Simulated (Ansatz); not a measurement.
Basis sets compared for Ge(GeH3)4 (Ge5H12). Total charge 0; singlet. Geometry PBE0-D4/def2-SVP. Ansatz on 4 threads of Arm Neoverse V2 on a shared host; times are rough, and most runs start from earlier orbitals.

```xyz
17

Ge    0.000    0.000   -0.001
Ge    1.288   -1.437   -1.475
Ge   -0.146    2.224   -0.964
Ge    1.091    0.127    2.165
Ge   -2.234   -0.914    0.273
H     0.708   -1.392   -2.901
H     1.248   -2.893   -0.971
H     2.756   -0.971   -1.522
H    -0.899    2.175   -2.307
H     1.264    2.794   -1.209
H    -0.901    3.167   -0.007
H     1.174   -1.273    2.803
H     0.300    1.054    3.107
H     2.519    0.684    2.008
H    -2.872   -1.185   -1.103
H    -3.125    0.078    1.044
H    -2.172   -2.237    1.059
```

Binding counts from free atoms (Ge triplet, H doublet) in the same basis, without a counterpoise term.

```csv
level,functions,energy (Eh),HOMO (eV),LUMO (eV),binding per atom (eV),wall time
PBE-D4/def2-SVP,220,-10389.3545,-6.71,-1.01,2.67,4.2 s
PBE0-D4/def2-SVP,220,-10389.6498,-7.76,-0.17,2.67,9 s
```

(1) Estimate the rows for PBE-D4/def2-TZVP (with forces), PBE0-D4/def2-TZVP.

## Answers

(1) 
```
                         level  functions  energy (Eh)  HOMO (eV)  LUMO (eV)  binding per atom (eV)  wall time
PBE-D4/def2-TZVP (with forces)        312  -10390.6708      -6.75      -1.13                   2.67        9 s
             PBE0-D4/def2-TZVP        312  -10390.9589      -7.76      -0.27                   2.67       24 s
```
